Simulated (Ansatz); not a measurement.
`CS[SiH](C)Cl` + H₂O → `C[SiH](O)Cl` + CH₃SH at 500 K and 1 bar (formal hydrolysis of the Si–S bond).

Computed with Ansatz on PBE0-D4/def2-TZVP structures; ΔE is electronic, products minus reactants. CCSD(T)/CBS adds triple-zeta CCSD(T) − MP2 to the extrapolated MP2 energy (def2 sets, frozen cores). This one scheme is used for every species. Each species was taken in one conformer, which may not be the lowest.

| species | CCSD(T)/CBS energy (Eh) | H − E (kJ/mol) | S (J/(mol·K)) |
| --- | --- | --- | --- |
| `CS[SiH](C)Cl` | -1227.04847 | 281.7 | 454.2 |
| H₂O | -76.37941 | 73.2 | 206.3 |
| `C[SiH](O)Cl` | -865.21254 | 203.2 | 385.0 |
| CH₃SH | -438.22835 | 145.1 | 283.7 |

H − E and S are ideal-gas, rigid-rotor, harmonic terms from PBE0-D4/def2-TZVP, for one conformer and one mirror image of each species. 1 Eh = 2625.50 kJ/mol, R = 8.31446 J/(mol·K).

By hand: ΔE, ΔH, ΔS and ΔG.

ΔE = (-865.21254) + (-438.22835) − (-1227.04847) − (-76.37941) = -0.01301 Eh = -34.2 kJ/mol. Δ(H − E) = 203.2 + 145.1 − 281.7 − 73.2 = -6.6, so ΔH = -40.8 kJ/mol. ΔS = 385.0 + 283.7 − 454.2 − 206.3 = 8.2 J/(mol·K). ΔG = -40.8 − 500 × (8.2)/1000 = -44.9 kJ/mol.

By hand: the equilibrium constant, and the temperature at which ΔG would vanish if ΔH and ΔS stayed fixed.

log₁₀ K = −ΔG/(RT ln 10) = 4.7. ΔH and −TΔS have one sign here, so there is no such temperature.

The number of gas molecules stays the same, so ΔS is small and ΔH decides. A doubt of 5 kJ/mol in ΔE shifts log₁₀ K by 0.5 here. Other conformers and mirror images would add mixing entropy, several J/(mol·K) or more a flexible species. These are equilibria of isolated gas molecules and say nothing of rates. Largest T1 diagnostic: 0.010 (customary marks: 0.02 for closed shells, 0.045 for open ones).

ΔS is within the doubt of such terms, so its sign, and with it that verdict, could turn.
